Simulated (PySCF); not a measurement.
# Distorted geometries of [Eu(SH)2]+

[Eu(SH)2]+ (singlet in the valence; each metal's 4f electrons, 6 of them, lie in its core potential, out of spins and levels). PySCF 2.14.0, RKS PBE0, Eu lcecp-1-SVP with ECP52, S def2-SVP, H def2-SVP; non-relativistic Hamiltonian with scalar-relativistic core potentials where named; density fitting; no spin-orbit coupling. Relaxed geometry:

```xyz
5

Eu   -1.1867    0.9407   -0.2631
S    -0.0783    0.6176    1.9693
H     0.8599   -0.2881    1.5982
S    -0.0783   -0.4935   -2.0040
H     0.8599   -1.0753   -1.2170
```

Problem. Order these distorted geometries by energy above the relaxed one, lowest first.
A.
```xyz
5

Eu   -1.2084    0.8592   -0.2167
S    -0.0923    0.7095    2.0080
H     0.8986   -0.2975    1.5408
S    -0.1637   -0.4656   -2.0228
H     0.9425   -1.1042   -1.2258
```
B.
```xyz
5

Eu   -1.1596    0.9526   -0.2933
S    -0.1075    0.5800    1.9667
H     0.8742   -0.3204    1.6235
S    -0.0707   -0.4724   -2.0046
H     0.8402   -1.0383   -1.2088
```
C.
```xyz
5

Eu   -1.0665    1.0359   -0.3091
S    -0.0330    0.5181    1.8570
H     0.9239   -0.2449    1.5982
S    -0.1465   -0.4647   -1.9028
H     0.6987   -1.1429   -1.1598
```

Solution. B (0.02 eV), C (0.36 eV), A (0.43 eV).

Problem. Which forces (eV/Å) act in the one that lies 0.36 eV up?

Solution. 
```
Eu  -1.18  1.50  0.75
S   -2.35  2.04  1.48
H    2.68 -2.18 -0.74
S    0.07 -0.74 -2.16
H    0.77 -0.62  0.67
```
Forces carry noise of the integration grid, about 0.01 to 0.03 eV/Å.

An lcecp potential fixes the number of 4f electrons, so in runs with it no electron can move into or out of that shell.
